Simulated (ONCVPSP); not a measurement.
What one change does to a pseudopotential (nickel (Ni), ONCV)

nickel, optimised norm-conserving Vanderbilt (ONCV), made with ONCVPSP 4.0.1 (PBE, scalar-relativistic). Core [Ne] 3s2, reference 3p6 3d8 4s2. Waves: 4s: rc 1.80 bohr, ncon 4, nbas 9, qcut 2.9 1/bohr, 2 projectors, debl 0.3 Ha; 3p: rc 0.70 bohr, ncon 5, nbas 8, qcut 12.1 1/bohr, 3 projectors, debl 0.5 Ha; 3d: rc 1.55 bohr, ncon 3, nbas 7, qcut 11.1 1/bohr, 2 projectors, debl 1.5 Ha; f scattering state at 0.12 Ha: rc 1.65 bohr, ncon 5, nbas 9, qcut 5.9 1/bohr, 2 projectors, debl 2.2 Ha. Local part: polynomial inside 0.65 bohr (lpopt 5, dvloc0 2 Ha). Core correction: none.

In the p channel the program set the typed energies aside and used -2.623, 0.250, 0.750 Ha.

All-electron outer shells of the reference configuration (PBE, scalar-relativistic, ld1.x):

```json
{"shell": "3s", "level (eV)": "-111.06", "outermost node (bohr)": "0.30", "outermost maximum (bohr)": "0.64"}
{"shell": "3p", "level (eV)": "-71.39", "outermost node (bohr)": "0.27", "outermost maximum (bohr)": "0.65"}
{"shell": "3d", "level (eV)": "-8.87", "outermost node (bohr)": "–", "outermost maximum (bohr)": "0.63"}
{"shell": "4s", "level (eV)": "-5.64", "outermost node (bohr)": "0.92", "outermost maximum (bohr)": "2.24"}
```

Change: s: rc 2.62.

Cutoffs: the cutoffs (Ha) at which the residual kinetic energy of the hardest occupied pseudo-wave falls to 1 and 0.1 mHa per electron; they do not see the model core or the augmentation charge, which bear on the density cutoff. Errors are all-electron minus pseudo energies relative to the spin-unpolarised reference configuration.

Problem. Predict the effect on cutoff, ghosts and configuration errors.

Solution. The potential gets neither clearly harder nor softer (84 Ha and 264 Ha → 84 Ha and 264 Ha); both files keep a bound ghost (p, s); of the 4 tests that both files solve, the error grows in 2 and shrinks in 1 by more than 15 % and 0.3 meV (median size 61.4 → 72.2 meV).

| quantity | base | changed |
| --- | --- | --- |
| cutoff, loose | 84 Ha | 84 Ha |
| cutoff, tight | 264 Ha | 264 Ha |
| loose cutoff by channel | s 5.7 Ha, p 84 Ha, d 45 Ha | s 3.5 Ha, p 84 Ha, d 45 Ha |
| bound ghosts | s, p | s, p |
| GHOST(+) flags under 300 eV | f at 93.3 eV | f at 93.3 eV |
| error for 3p6 3d8 4s1, meV [ΔE 9.32 eV] | -3.3 | -5.7 |
| error for 3p6 3d8 4s0, meV [ΔE 26.67 eV] | -13 | -43 |
| error for 3p6 3d7 4s0, meV [ΔE 64.14 eV] | +110 | -112 |
| error for 3p6 3d6 4s0, meV [ΔE 121.70 eV] | +563 | +101 |
| p: phases at 0.71 bohr within 0.05 rad from the reference energy up to (Ha; the scan ends near 5) | to the end of the scan | to the end of the scan |
| d: phases at 1.57 bohr within 0.05 rad from the reference energy up to (Ha; the scan ends near 5) | to the end of the scan | to the end of the scan |
| f: phases at 1.68 bohr within 0.05 rad from the reference energy up to (Ha; the scan ends near 5) | 3.3 | 3.3 |

 A true bound ghost makes a file unfit for plane-wave use even where its test errors are small: the radial tests pick states by their node count and pass the ghost by.
